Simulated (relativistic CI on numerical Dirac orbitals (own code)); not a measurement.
## Sc3+ in a cubic cluster: 2p photoemission with charge transfer

Computed with a charge-transfer multiplet model of a cubic metal-ligand cluster with up to 2 ligand holes, Slater and spin-orbit integrals from Dirac-Coulomb-Breit ions, Slater integrals scaled by 0.8. The ground state mixes d0 with configurations of k ligand holes L, whose averages lie at kΔ + k(k − 1)U_dd/2; a core hole lowers each added d electron by U_cd. 300 K, Lorentzian 0.6 eV and Gaussian 0.8 eV FWHM.

Atomic integrals in eV (Slater integrals scaled, ζ unscaled), ground: F2dd 4.710, F4dd 2.885, zeta_d 0.005; with the core hole: F2dd 4.710, F4dd 2.885, zeta_d 0.020, zeta_core 3.003, F2cd 4.113, G1cd 2.955, G3cd 1.675. Where a configuration has fewer than two d electrons, the dd integrals are those of d2.

Cluster parameters (eV): Δ = 4.3, U_dd = 4, U_cd = 4.7, 10Dq(ligand) = 0.4, V(eg) = 1.95, V(t2g) = -0.84, final-state hopping factor = 0.9.

| Case | n_d | d0 | d1L | d2L2 | S |
| --- | --- | --- | --- | --- | --- |
| 10Dq = 0.5 eV | 0.45 | 0.60 | 0.36 | 0.05 | 0.00 |
| 10Dq = 1.4 eV | 0.43 | 0.61 | 0.34 | 0.04 | 0.00 |
| 10Dq = 1.7 eV | 0.42 | 0.62 | 0.34 | 0.04 | 0.00 |

Weights, n_d and S are thermal averages at 300 K. Binding energies count from the first peak over 30 % of the highest in each spectrum, which can be another peak from case to case. The parameters are a model scan and need not match a compound or its usual spin state. Peaks in eV (height, largest 100):
- 10Dq = 0.5 eV: 0.0 (100), 4.8 (41), 7.1 (17), 11.7 (7)
- 10Dq = 1.4 eV: 0.0 (100), 4.7 (41), 7.1 (17), 11.7 (6)
- 10Dq = 1.7 eV: 0.0 (100), 4.8 (41), 7.2 (17), 11.8 (6)

A d0 ion has no d-d gap: its lowest excitations are ligand-to-metal charge transfer. With the core hole the average of the configuration with one ligand hole lies at Δ − U_cd = -0.4 eV before mixing: the effective hopping of about 3.8 eV (from the holes of the mixed ground state) is comparable with this gap or larger, so the configurations mix strongly.
